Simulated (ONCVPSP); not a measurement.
## Cl (Z = 17): excitation energies, all-electron against ONCV

ONCVPSP 4.0.1 input, shortened (lines: element, Z, core and valence counts, functional; n l f; lmax; l rc ep ncon nbas qcut; lloc lpopt rc5 dvloc0; l nproj debl; icmod fcfact rcfact), PBE, scalar-relativistic:

```
  Cl 17.00    3    2        4      upf
    1    0    2.00
    2    0    2.00
    2    1    6.00
    3    0    2.00
    3    1    5.00
    1
    0    1.10    0.00    4    8    5.00
    1    1.10    0.00    4    7    6.60
    1    5    1.10    0.00
    0    3    1.00
    1    0    2.30
    0    0.00    0.00
```

Energies are relative to the spin-unpolarised reference configuration 3s2 3p5; without spin polarisation the order of configurations can differ from experiment.

```tsv
valence configuration	charge	ΔE all-electron (eV)	error AE − PS (meV)
3s2 3p4	+1	13.875	+1.8
3s2 3p3	+2	39.322	+15
3s2 3p2	+3	77.630	+53
```

What are ΔE and the potential's error for 3s1 3p6?

ΔE = 12.153 eV all-electron; the error (AE − PS) is +0.2 meV.

Note: ghosts flagged at negative energy: s at -239.4 eV; GHOST(+) flags only above 600 eV. A true bound ghost makes a file unfit for plane-wave use.
